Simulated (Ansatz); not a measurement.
Geometry optimisation, RKS PBE0/def2-SVP (Ansatz).

Input file:

```yaml
crystal:
  periodic: [false, false, false]
  atoms:
    - { symbol: O, position_ang: [-1.00269, -1.40781, -0.42704] }
    - { symbol: Si, position_ang: [-0.62388, 0.05967, -0.51443] }
    - { symbol: Se, position_ang: [1.31742, 0.50588, 1.29271] }
    - { symbol: H, position_ang: [0.19724, 0.57899, -1.60808] }
    - { symbol: H, position_ang: [-1.47215, 1.12755, 0.01132] }
    - { symbol: H, position_ang: [1.58406, -0.86428, 1.24553] }
total_charge: -1
basis:
  gaussian: { orbitals: def2-SVP }
hamiltonian:
  xc: pbe0
relax:
  f_tol: 0.015
  max_steps: 40
```

Run as:

```bash
$ ansatz run input.yaml --threads 1 --pin off --max-ram 2048MiB --backend cpu --events-out ev --progress --plain --runs-dir out
```

Problem. Where does it end, and by what steps?

Solution. It converged. Limits of this set-up: an anion without diffuse functions, the dipole of an ion depends on the origin. After 15 steps the energy has fallen by 0.454 eV; H6 moved furthest, 0.36 Å.

| step | energy less start (eV) | largest force component (eV/Å) | accepted |
| --- | --- | --- | --- |
| 0 | 0.0000 | 2.113 | yes |
| 1 | -0.3862 | 0.441 | yes |
| 2 | -0.3936 | 1.470 | yes |
| 3 | -0.4375 | 0.296 | yes |
| 4 | -0.4390 | 0.123 | yes |
| 5 | -0.4425 | 0.140 | yes |
| 6 | -0.4439 | 0.035 | yes |
| 7 | -0.4475 | 0.077 | yes |
| 8 | -0.4487 | 0.056 | yes |
| 9 | -0.4529 | 0.016 | yes |
| 10 | -0.4531 | 0.042 | yes |
| 11 | -0.4460 | 0.392 | no |
| 12 | -0.4505 | 0.176 | no |
| 13 | -0.4538 | 0.020 | yes |
| 14 | -0.4542 | 0.016 | yes |
| 15 | -0.4542 | 0.005 | yes |

```xyz
6
Properties=species:S:1:pos:R:3
O -1.195 -1.407 -0.466
Si -0.551 0.014 -0.382
Se 1.021 0.421 1.401
H 0.273 0.483 -1.576
H -1.415 1.226 -0.044
H 1.867 -0.737 1.067
```

Time of the run: 48 s on 1 thread of Arm Neoverse V2, on a shared host, peak memory 0.15 GiB.
